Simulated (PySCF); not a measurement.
isopropylamine (C3H9N), singlet, geometry from GFN2-xTB. Base run: DF-B3LYP/3-21G in PySCF.

Here is a job for PySCF.
```python
from pyscf import gto, scf, dft

mol = gto.Mole()
mol.atom = '''
    C    -0.550747    1.208348    0.557764
    C    -0.020673    0.106768   -0.356475
    C     1.417966   -0.252719    0.005990
    N    -0.851409   -1.078139   -0.182948
    H     0.077072    2.092907    0.490693
    H    -0.559445    0.854269    1.584957
    H    -1.566069    1.481641    0.278042
    H    -0.035839    0.480381   -1.399895
    H     1.801680   -1.017713   -0.665842
    H     1.450773   -0.637602    1.021550
    H     2.057879    0.622864   -0.064471
    H    -0.530063   -1.829027   -0.784158
    H    -1.815395   -0.875126   -0.423915
'''
mol.basis = '3-21g'
mol.charge = 0
mol.spin = 0
mol.verbose = 4
mol.build()

mf = dft.RKS(mol)
mf.xc = 'b3lyp'
mf = mf.density_fit(auxbasis='def2-universal-jkfit')
mf.kernel()
mf.analyze()
```

Variants of this job, named by their change:

| change | basis functions | E (Eh) | HOMO (eV) | HOMO-LUMO gap (eV) | dipole (D) | core-seconds (rough) |
|---|---|---|---|---|---|---|
| base | 54 | -173.53342 | -5.58 | 8.36 | 1.37 | 4 |
| basis = 6-31G | 54 | -174.43893 | -5.94 | 8.00 | 1.49 | 4 |
| basis = 6-31G* | 74 | -174.48333 | -6.14 | 8.29 | 1.26 | 6 |
| basis = 6-31+G* | 90 | -174.49383 | -6.56 | 6.62 | 1.37 | 6 |
| basis = pc-1 | 101 | -174.46372 | -6.44 | 7.54 | 1.29 | 7 |
| basis = 6-31G** | 101 | -174.49947 | -6.15 | 8.31 | 1.22 | 6 |
| basis = cc-pVDZ | 101 | -174.49286 | -6.22 | 7.65 | 1.15 | 6 |
| basis = def2-SVPD | 152 | -174.38048 | -6.64 | 7.05 | 1.24 | 8 |
| basis = 6-311+G(2d,p) | 162 | -174.55254 | -6.64 | 6.62 | 1.27 | 10 |
| basis = def2-TZVP | 178 | -174.56402 | -6.58 | 7.23 | 1.25 | 10 |
| basis = def2-TZVPD | 229 | -174.56571 | -6.65 | 6.67 | 1.23 | 20 |
| basis = pc-2 | 246 | -174.57335 | -6.63 | 6.95 | 1.26 | 20 |
| basis = cc-pVTZ | 246 | -174.56230 | -6.52 | 7.28 | 1.19 | 20 |

Totals compare only among sets that treat the same electrons; sets with core potentials leave the core out.
